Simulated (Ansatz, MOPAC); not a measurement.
System: sulfur difluoride, SF$_{2}$ (charge 0, singlet). SMILES: S(F)F

Atoms: F1, S2, F3. Bonds: F1-S2, S2-F3.

Bond lengths (Å) and angles (degrees) optimised at PM6 with MOPAC; HF/3-21G with Ansatz (a program for electronic structure); B3LYP/6-31G* with Ansatz, each started from the B3LYP-D3(BJ)/def2-TZVP structure (Ansatz) of the last column. A row stands for all coordinates that are equal there. 6-31G* holds six Cartesian d functions.

| coordinate | PM6 | HF/3-21G | B3LYP/6-31G* | B3LYP-D3(BJ)/def2-TZVP |
|---|---|---|---|---|
| F1-S2 | 1.583 | 1.652 | 1.625 | 1.605 |
| F1-S2-F3 | 96.4 | 97.3 | 99.9 | 98.8 |

Mean signed difference of all 2 bond lengths from B3LYP-D3(BJ)/def2-TZVP: PM6 -0.022 Å, HF/3-21G 0.046 Å, B3LYP/6-31G* 0.020 Å.
